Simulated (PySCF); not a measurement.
**Nuclear quadrupole coupling in p-chlorotoluene**

Species: p-chlorotoluene, C₇H₇Cl.
SMILES with atom numbers: `[CH3:1][c:2]1[cH:3][cH:4][c:5]([Cl:6])[cH:7][cH:8]1` (hydrogens: H9, H10, H11 on C1; H12 on C3; H13 on C4; H14 on C7; H15 on C8)

Geometry (PBE0-D3(BJ)/def2-TZVP, Å), atoms numbered from 1 in this order:
```xyz
15
C7H7Cl angstrom
C     -2.2433   -0.1593    0.1803
C     -0.7527   -0.0558    0.0738
C      0.0546   -1.1862    0.1381
C      1.4333   -1.1011    0.0172
C      2.0181    0.1391   -0.1698
Cl     3.7366    0.2610   -0.3187
C      1.2403    1.2847   -0.2345
C     -0.1345    1.1782   -0.1117
H     -2.5451   -1.1196    0.6005
H     -2.7139   -0.0654   -0.8030
H     -2.6518    0.6316    0.8127
H     -0.4011   -2.1594    0.2874
H      2.0517   -1.9883    0.0711
H      1.7121    2.2487   -0.3765
H     -0.7396    2.0777   -0.1601
```

Field gradients from the PBE0/pcSseg-2 density (PySCF, non-relativistic), principal values in atomic units, ordered |Vxx| ≤ |Vyy| ≤ |Vzz|:

```json
{"atom": "Cl6", "Vxx": "-1.7139", "Vyy": "-2.0293", "Vzz": "3.7431"}
```

Find the asymmetry η = (Vxx − Vyy)/Vzz and the couplings χ = eQV/h (234.96 MHz × Q in barn × V in au), with Q(35Cl) = −0.0817 b.

```json
{"atom": "Cl6", "environment": "aryl chlorine", "nucleus": "35Cl", "η": "0.08", "χzz (MHz)": "-71.85", "χxx (MHz)": "32.90", "χyy (MHz)": "38.95"}
```

What is Vzz at Cl6 in SI units (1 au = 9.71736 × 10²¹ V/m²)?

3.7431 au = 36.373 × 10²¹ V/m².

And the gradient at the other heavy atoms, for which no coupling is worked out here?

| atom | environment | Vzz (au) | η |
| --- | --- | --- | --- |
| C1 | benzylic-type carbon | 0.062 | 0.26 |
| C2 | substituted aromatic carbon | 0.337 | 0.31 |
| C3 | aromatic CH carbon | 0.316 | 0.23 |
| C4 | aromatic CH carbon | 0.304 | 0.22 |
| C5 | aromatic C–Cl carbon | -0.397 | 0.52 |
| C7 | aromatic CH carbon | 0.304 | 0.23 |
| C8 | aromatic CH carbon | 0.315 | 0.23 |

What couplings would deuterons (Q(2H) = 0.00286 b) have in place of the hydrogens, at this geometry?

| atom | bonded to | bond length (Å) | Vzz (au) | η | χzz (kHz) |
| --- | --- | --- | --- | --- | --- |
| H9 | C1 | 1.091 | 0.2864 | 0.04 | 192 |
| H10 | C1 | 1.094 | 0.2829 | 0.02 | 190 |
| H11 | C1 | 1.092 | 0.2853 | 0.03 | 192 |
| H12 | C3 | 1.085 | 0.2934 | 0.07 | 197 |
| H13 | C4 | 1.083 | 0.2949 | 0.07 | 198 |
| H14 | C7 | 1.083 | 0.2951 | 0.07 | 198 |
| H15 | C8 | 1.085 | 0.2930 | 0.07 | 197 |

Geometry: PBE0-D3(BJ)/def2-TZVP; no solvent, vibrations or thermal averaging.
